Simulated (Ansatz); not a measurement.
The cluster H₄Au₂⁺, relaxed as a doublet with UKS PBE0-D4/def2-TZVP in Ansatz, starting from packed atoms. Force threshold 0.02 eV/Å.

In the def2 sets Au takes a core potential; there is no spin–orbit coupling. In the doublet, H4 and H5 lie 0.81 Å apart, H3 and H6 lie 0.81 Å apart (atoms count from 1), so H2 has formed as a molecule. No other spin state of charge 1 was run. The structure comes from a short search, and lower isomers may exist.

Start:

```xyz
6

Au    0.149   -1.082   -0.992
Au   -0.205    1.114    0.679
H     0.628   -2.202   -2.219
H    -1.325    2.020    1.682
H     0.100    2.789    1.097
H     0.653   -2.639   -0.247
```

```
        step  energy (eV)  largest force component (eV/Å)  SCF passes
           1   -7440.3089                           2.322          39
           2   -7441.4869                           0.779          41
           3   -7441.9621                           1.414          43
4 (rejected)   -7441.6440                           6.011          42
           5   -7442.2490                           0.621          42
           6   -7442.3864                           0.733          39
           7   -7442.5961                           0.758          37
           8   -7442.9120                           0.987          43
           9   -7443.0761                           0.394          43
          10   -7443.1274                           0.074          42
          11   -7443.1343                           0.025          40
          12   -7443.1349                           0.005          38
```

Force components are those of the run's own axes.

End:

```csv
atom,x (Å),y (Å),z (Å)
Au1,0.282,-1.123,-0.637
Au2,-0.288,1.130,0.622
H3,0.594,-2.487,-1.847
H4,-1.035,2.510,1.600
H5,-0.307,2.809,1.395
H6,0.753,-2.839,-1.132
```

By distances, no bond broke or formed. The bond that changes most is Au1–Au2, from 2.78 to 2.64 Å (atoms count from 1). A close non-bonded pair moves further: H3–H6, from 2.02 to 0.81 Å.

No frequencies were taken in this run, so the end may be a saddle point.

Hardware: 4 threads of Arm Neoverse V2 on a shared host. Wall time 27 s.
